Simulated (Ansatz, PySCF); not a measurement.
Sb(Cl)2(OMe) (CH₃Cl₂OSb), SMILES C[O][Sb]([Cl])[Cl]. Atoms are numbered in the order given.

```xyz
8

Sb     0.1297     0.1381     0.6768
Cl     1.8166     0.4013    -0.9793
Cl    -1.5831     1.2843    -0.5107
O     -0.4083    -1.6864     0.2119
C     -0.6982    -2.1086    -1.1003
H     -1.5424    -1.5443    -1.5327
H      0.1743    -1.9952    -1.7667
H     -0.9718    -3.1736    -1.0556
```

Geometry: PBE0-D3(BJ)/def2-SVP. The structure was generated by enumeration; whether it is a known compound was not checked. The def2 effective core potentials stand for the cores of Sb; spin–orbit coupling is left out. The values are those of a single conformer.

Two levels are set side by side: PBE-D3(BJ)/def2-SVP (Ansatz, a first-principles code) and PBE0-D3(BJ)/def2-SVP (Ansatz). Each level has its own optimised geometry; the coordinates shown are those of the second. Frequencies come from the Hessian of PySCF at each geometry. Differences are taken from unrounded values.

```tsv
quantity	PBE0-D3(BJ)
mean bond length (Å)	1.633
bond Sb1–Cl2 (Å)	2.379
bond Sb1–Cl3 (Å)	2.379
bond Sb1–O4 (Å)	1.958
bond O4–C5 (Å)	1.409
bond C5–H6 (Å)	1.104
bond C5–H7 (Å)	1.104
bond C5–H8 (Å)	1.101
highest harmonic wavenumber (cm⁻¹)	3147
mean harmonic wavenumber (cm⁻¹)	1077
zero-point energy (kcal/mol)	27.72
```

Question: What does PBE-D3(BJ) give, and how far is it from PBE0-D3(BJ)? (Estimate from the structure and the level; the computed values follow.)

Answer: 
| quantity | PBE-D3(BJ) | PBE-D3(BJ) minus PBE0-D3(BJ) |
|---|---|---|
| mean bond length (Å) | 1.651 | 0.018 |
| bond Sb1–Cl2 (Å) | 2.406 | 0.027 |
| bond Sb1–Cl3 (Å) | 2.406 | 0.027 |
| bond Sb1–O4 (Å) | 1.991 | 0.033 |
| bond O4–C5 (Å) | 1.423 | 0.014 |
| bond C5–H6 (Å) | 1.113 | 0.009 |
| bond C5–H7 (Å) | 1.113 | 0.009 |
| bond C5–H8 (Å) | 1.109 | 0.009 |
| highest harmonic wavenumber (cm⁻¹) | 3047 | -99 |
| mean harmonic wavenumber (cm⁻¹) | 1036 | -41 |
| zero-point energy (kcal/mol) | 26.65 | -1.07 |

GGA bonds tend to be longer and softer than those of functionals with exact exchange. Differences between two approximate levels are no errors against the true value.
